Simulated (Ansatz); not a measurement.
Calculated with Ansatz (gas phase, PBE0-D4/def2-TZVP geometries, no zero-point term in ΔE). CBS: MP2 limit from def2 TZ/QZ plus the TZ coupled-cluster correction, frozen cores. DFT in def2-TZVPP. B3LYP here is the variant with VWN-RPA as its local correlation; programs differ in this. def2 core potentials past Kr. For Sn outer-core shells are correlated without core-valence functions, which leaves a few kJ/mol of doubt a bond. Each species was taken in one conformer, which may not be the lowest.

Reaction (substitution at a C–Sn bond): `C[CH](C)[SnH]([CH](C)C)[CH](C)C` + `[OH][Sn][Cl]` → `CC(C)[O][Sn][Cl]` + `C[CH](C)[SnH2][CH](C)C`

Problem. Is it downhill or uphill in electronic energy at CCSD(T)/CBS, and by how much? (An estimate is asked.)

Solution. Computed: Uphill: ΔE = +9.6 kcal/mol.

Problem. What do these levels give: r2SCAN-D4, ωB97M-V, B2PLYP, PBE, r2SCAN, PBE0, B3LYP, HF/def2-TZVPP, HF/def2-QZVPP, MP2/def2-QZVPP, HF/CBS(def2), CCSD/CBS(def2)? (An estimate is asked.)

Solution. Ansatz gave: r2SCAN-D4 6.3, ωB97M-V 6.8, B2PLYP 6.2, PBE 6.0, r2SCAN 5.7, PBE0 6.0, B3LYP 4.4, HF/def2-TZVPP 2.0, HF/def2-QZVPP 2.3, MP2/def2-QZVPP 11.5, HF/CBS(def2) 2.3, CCSD/CBS(def2) 9.1 kcal/mol.

Largest T1 diagnostic among the species: 0.017.

In def2-TZVPP, CCSD(T) changes the Hartree–Fock value by +6.1 kcal/mol (the triples alone add +0.5 kcal/mol) and MP2 by +8.5 kcal/mol. The D4 term adds +0.9 kcal/mol with B3LYP and +0.7 kcal/mol with PBE0; it sums over pairs of atoms, weighted by their polarisabilities, and B3LYP, whose exchange is more repulsive, gets the larger term.
